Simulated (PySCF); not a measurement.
Simulated characterisation data

[PySCF 2.14: GFN2-xTB structure; GIAO PBE0/pcSseg-1 shieldings; rapidly exchanging positions averaged; one conformer; non-relativistic; no solvent model]

Referencing at the same level of theory: 1H (31.72 ppm), 13C (186.93 ppm) vs TMS. Splittings of carbon signals by F and P are missing where no couplings were computed. Where no couplings were computed, multiplicities follow the n + 1 count of equivalent neighbours, and m marks all less simple cases (inequivalent or close neighbours, rings, F or P nearby). Shifts are as computed. Against solution values, carbons near 30 ppm lie about +3 ppm off and those near 130 ppm about +5 ppm. Of 1309 compounds with measured shifts, 239 miss one by over three times the rms of a fit or turn the order of signals round; such compounds aren't used in these exercises. OH and NH positions are gas-phase values without hydrogen bonding to other molecules.

Compound 1 (C₇H₈FN). 1H NMR (400 MHz, computed): δ 7.20 (m, 2H), 6.54 (m, 2H), 3.07 (br s, 1H), 2.92 (s, 3H). 13C{1H} NMR (computed): δ 164.6 (C), 149.5 (C), 122.1 (CH), 115.1 (CH), 32.0 (CH3). Structure: 4-fluoro-N-methylaniline (SMILES N(C)c1ccc(F)cc1).

Compound 2 (C₅H₈F₂O). 1H NMR (400 MHz, computed): δ 6.72 (m, 1H), 5.94 (m, 1H), 5.68 (m, 1H), 4.09 (s, 2H), 3.57 (s, 3H). 13C{1H} NMR (computed): δ 150.0, 122.2, 118.6, 77.8, 61.4. Structure: `C=C(COC)C(F)F`.
